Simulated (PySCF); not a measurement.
CH$_{3}$GeNO (SMILES O=C=[N][GeH3]), singlet, at a GFN2-xTB geometry; PBE0/6-31G, TDA run with PySCF.

Here is a job for PySCF.
```python
from pyscf import gto, scf, dft, tdscf

mol = gto.Mole()
mol.atom = '''
    Ge   -1.106318   -0.058909   -0.012907
    N     0.672749    0.035822    0.007849
    C     1.858375    0.098955    0.021681
    O     3.012279    0.160398    0.035143
    H    -1.508030   -0.572885    1.329525
    H    -1.590751    1.330066   -0.265377
    H    -1.456754   -0.999753   -1.117296
'''
mol.basis = '6-31g'
mol.charge = 0
mol.spin = 0
mol.verbose = 4
mol.build()

mf = dft.RKS(mol)
mf.xc = 'pbe0'
mf.kernel()
td = mf.TDA()
td.nstates = 5
td.kernel()
td.analyze()
```

The log (banner, timings and long lists left out):

```
PySCF version 2.14.0

[INPUT] verbose = 4
[INPUT] num. atoms = 7
[INPUT] num. electrons = 56
[INPUT] charge = 0
[INPUT] spin (= nelec alpha-beta = 2S) = 0
[INPUT] symmetry False subgroup None
[INPUT] Mole.unit = angstrom
[INPUT] Symbol           X                Y                Z      unit          X                Y                Z       unit  Magmom
[...]
nuclear repulsion = 231.114530929756
number of shells = 32
number of NR pGTOs = 168
number of NR cGTOs = 60
basis = 6-31g
ecp = {}

******** <class 'pyscf.dft.rks.RKS'> ********
method = RKS
initial guess = minao
damping factor = 0
level_shift factor = 0
DIIS = <class 'pyscf.scf.diis.CDIIS'>
diis_start_cycle = 1
diis_space = 8
diis_damp = 0
SCF conv_tol = 1e-09
SCF conv_tol_grad = None
SCF max_cycles = 50
direct_scf = True
direct_scf_tol = 1e-13
XC library pyscf.dft.libxc version 7.1.2
    S. Lehtola, C. Steigemann, M. J. T. Oliveira, and M. A. L. Marques,  SoftwareX 7, 1–5 (2018)
XC functionals = pbe0
    C. Adamo and V. Barone,  J. Chem. Phys. 110, 6158 (1999)
    M. Ernzerhof and G. E. Scuseria,  J. Chem. Phys. 110, 5029 (1999)
radial grids:
    Treutler-Ahlrichs [JCP 102, 346 (1995); DOI:10.1063/1.469408] (M4) radial grids

becke partition: Becke, JCP 88, 2547 (1988); DOI:10.1063/1.454033
pruning grids: <function nwchem_prune>
grids dens level: 3
symmetrized grids: False
atomic radii adjust function: <function treutler_atomic_radii_adjust>
small_rho_cutoff = 0
Set gradient conv threshold to 3.16228e-05
Initial guess from minao.
tot grids = 92168
init E= -2246.10491443641
[...]
cycle= 1 E= -2245.91726348881  delta_E= 0.188  |g|= 0.703  |ddm|= 2.95
[...]
cycle= 2 E= -2245.62459338537  delta_E= 0.293  |g|= 1.43  |ddm|= 1.66
[...]
cycle= 3 E= -2245.99891988466  delta_E= -0.374  |g|= 0.31  |ddm|= 1.21
[...]
cycle= 4 E= -2246.01939206904  delta_E= -0.0205  |g|= 0.0517  |ddm|= 0.26
[...]
cycle= 5 E= -2246.01995196354  delta_E= -0.00056  |g|= 0.0119  |ddm|= 0.0487
[...]
cycle= 6 E= -2246.01998197142  delta_E= -3e-05  |g|= 0.00238  |ddm|= 0.0124
[...]
cycle= 7 E= -2246.01998295383  delta_E= -9.82e-07  |g|= 0.0005  |ddm|= 0.00179
[...]
cycle= 8 E= -2246.01998299855  delta_E= -4.47e-08  |g|= 8.41e-05  |ddm|= 0.000582
[...]
cycle= 9 E= -2246.01998300009  delta_E= -1.54e-09  |g|= 1.71e-05  |ddm|= 9.29e-05
[...]
cycle= 10 E= -2246.01998300018  delta_E= -8.59e-11  |g|= 1.7e-06  |ddm|= 2.52e-05
[...]
Extra cycle  E= -2246.01998300016  delta_E= 1.14e-11  |g|= 4e-06  |ddm|= 5.28e-06
converged SCF energy = -2246.01998300016

******** <class 'pyscf.tdscf.rks.TDA'> for <class 'pyscf.dft.rks.RKS'> ********
nstates = 5 singlet
deg_eia_thresh = 1.000e-03
wfnsym = None
conv_tol = 1e-05
eigh lindep = 1e-12
eigh level_shift = 0
eigh max_cycle = 100

Excitation energies (eV)
[7.12232155 7.12232432 7.5353816  7.79914179 7.79914221]

** Singlet excitation energies and oscillator strengths **
Excited State   1:      7.12232 eV    174.08 nm  f=0.0001
      28 -> 29       -0.70292
Excited State   2:      7.12232 eV    174.08 nm  f=0.0001
      27 -> 29        0.70292
Excited State   3:      7.53538 eV    164.54 nm  f=0.0000
      27 -> 30       -0.24910
      27 -> 31       -0.40324
      27 -> 33        0.14370
      28 -> 30       -0.40325
      28 -> 31        0.24911
      28 -> 34       -0.14370
Excited State   4:      7.79914 eV    158.97 nm  f=0.0037
      27 -> 30        0.18782
      27 -> 31       -0.44190
      27 -> 34        0.10680
      28 -> 30        0.44189
      28 -> 31        0.18782
      28 -> 33       -0.10680
Excited State   5:      7.79914 eV    158.97 nm  f=0.0037
      27 -> 30        0.44190
      27 -> 31        0.18782
      27 -> 33       -0.10680
      28 -> 30       -0.18782
      28 -> 31        0.44189
      28 -> 34       -0.10679

** Transition electric dipole moments (AU) **
state          X           Y           Z        Dip. S.      Osc.
  1         0.0003     -0.0013     -0.0205      0.0004      0.0001
  2        -0.0011      0.0205     -0.0013      0.0004      0.0001
  3         0.0000     -0.0000     -0.0000      0.0000      0.0000
  4         0.0023     -0.0699      0.1213      0.0196      0.0037
  5         0.0073     -0.1211     -0.0699      0.0196      0.0037

** Transition velocity dipole moments (imaginary part, AU) **
state          X           Y           Z        Dip. S.      Osc.
  1         0.0011     -0.0047     -0.0758      0.0058      0.0147
  2        -0.0040      0.0757     -0.0048      0.0058      0.0147
  3        -0.0000     -0.0000     -0.0000      0.0000      0.0000
  4         0.0004     -0.0113      0.0196      0.0005      0.0012
  5         0.0012     -0.0195     -0.0113      0.0005      0.0012

** Transition magnetic dipole moments (imaginary part, AU) **
state          X           Y           Z
  1         0.0267     -0.5084      0.0321
  2         0.0076     -0.0318     -0.5091
  3        -0.3059     -0.0163     -0.0036
  4         0.0051     -0.0854     -0.0493
  5        -0.0016      0.0493     -0.0855
```
